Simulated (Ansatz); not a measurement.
Ansatz (an electronic-structure program) input (B3LYP/6-31G* with LANL2DZ past Ar): The .json file joins the Basis Set Exchange's 6-31G* for atoms up to Ar and LANL2DZ past it.

Ansatz 0.2 input:
```yaml
crystal:
  periodic: [false, false, false]
  atoms:
    - {symbol: K, position_ang: [-0.00000000, -0.00000000, -0.75090741]}
    - {symbol: F, position_ang: [0.00000000, 0.00000000, 1.58524897]}
basis:
  gaussian:
    orbitals: 6-31Gs+LANL2DZ.json
hamiltonian:
  xc: {name: B3LYP}
total_charge: -1
magnetization: {spin_polarized: true, initial_magnetization: 1}
phonons: {temperatures: {t_min: 298.15, t_max: 298.15, t_step: 100}}
```

### Question
Which harmonic wavenumbers does it give?

### Answer
310 cm⁻¹ (unscaled; negative means imaginary).
